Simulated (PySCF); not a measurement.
**Deuteron quadrupole couplings in `FC(F)(F)[Si@H]([SiH3])C[SiH3]`**

Compound: C2H9F3Si3.
Z-matrix (Å and degrees, GFN2-xTB geometry), rows numbered from 1:
```
F 
C   1  1.3515
F   2  1.3482  1  106.03
F   2  1.3547  1  105.57  3   112.03
Si  2  1.9524  1  112.22  3  -125.15
Si  5  2.3166  2  106.48  1   -69.99
C   5  1.8993  2  103.94  1   165.25
Si  7  1.9162  5  117.14  2    56.03
H   5  1.4749  2   99.94  1    52.23
H   6  1.4645  5  112.83  2   -56.99
H   6  1.4667  5  108.43  2  -176.21
H   6  1.4647  5  112.44  2    65.12
H   7  1.0919  5  109.12  2   -66.58
H   7  1.0905  5  108.04  2   178.62
H   8  1.4585  7  110.08  5   -69.58
H   8  1.4656  7  108.52  5    52.48
H   8  1.4662  7  107.58  5   171.18
```

Level: PBE0/pcSseg-1 (PySCF, non-relativistic); Q(2H) = 0.00286 b; rigid geometry, the same for H and D, with no vibrational averaging.

**Question.** Rank these positions by the coupling χzz of a deuteron there, largest first.
A. H13 (methylene hydrogen)
B. H9 (Si–H hydrogen)
C. H15 (Si–H hydrogen)

**Answer.** A (212 kHz), C (111 kHz), B (103 kHz).

**Question.** Tabulate Vzz, the asymmetry η and χzz = 234.96 MHz × Q × Vzz for every hydrogen position.

**Answer.** 
```
atom  bonded to  bond length (Å)  Vzz (au)     η  χzz (kHz)
  H9        Si5            1.475    0.1533  0.02        103
 H10        Si6            1.464    0.1627  0.01        109
 H11        Si6            1.467    0.1617  0.01        109
 H12        Si6            1.465    0.1628  0.00        109
 H13         C7            1.092    0.3149  0.00        212
 H14         C7            1.090    0.3193  0.01        215
 H15        Si8            1.458    0.1648  0.02        111
 H16        Si8            1.466    0.1607  0.03        108
 H17        Si8            1.466    0.1604  0.01        108
```

**Question.** Average by the element that carries the hydrogen.

**Answer.** on Si: 108 kHz over 7 positions, mean bond length 1.466 Å; on C: 213 kHz over 2 positions, mean bond length 1.091 Å.

**Question.** How does χzz go with the bond length over the 7 Si–H bonds?

**Answer.** A straight-line fit has a slope of -4.8 kHz for each 0.01 Å, with a correlation coefficient of -0.95, over lengths from 1.458 to 1.475 Å. The longer bonds have the smaller couplings here.

**Question.** Give the 2H NMR doublet splittings at H12 for a magnetic field along the z, y and x axes of the gradient: 3χ/2, 3χ(1 + η)/4, 3χ(1 − η)/4.

**Answer.** With |χ| = 109.4 kHz and η = 0.004: 164, 82 and 82 kHz, to first order and without motion.

The structure is a single GFN2-xTB conformer in the gas phase; no vibrational or solvent corrections. GFN2-xTB bond lengths can be off by several hundredths of an ångström, more for odd bonds, and the gradients follow them. A larger basis could move these couplings by a tenth or more.
